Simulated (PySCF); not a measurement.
Stepwise substitution at one centre (Ga Cl-Br). Gas-phase values, no solvent. Strings in code marks are SMILES.

These are ωB97X-D3(BJ)/def2-TZVP // PBE0-D3(BJ)/def2-TZVP (PySCF) values and carry that method's errors. All candidates: neutral, multiplicity 1. Excitations are Tamm–Dancoff values on a coarser integration grid. The basis has no diffuse functions, so Rydberg states are missing or too high.

```
Item                    Value
-------------------  --------
T1 excitation (TDA)   6.33 eV
HOMO–LUMO gap        12.13 eV
dipole moment          0.00 D
```

### Question
Identify which member has these values.
A) `[Br][Ga]([Br])[Br]`
B) `[Cl][Ga]([Cl])[Cl]`
C) `[Cl][Ga]([Cl])[Br]`
D) `[Cl][Ga]([Br])[Br]`

### Answer
B, `[Cl][Ga]([Cl])[Cl]`. The others give `[Br][Ga]([Br])[Br]`: 5.45 eV, 10.91 eV, 0.00 D; `[Cl][Ga]([Cl])[Br]`: 5.79 eV, 11.48 eV, 0.30 D; `[Cl][Ga]([Br])[Br]`: 5.59 eV, 11.16 eV, 0.29 D
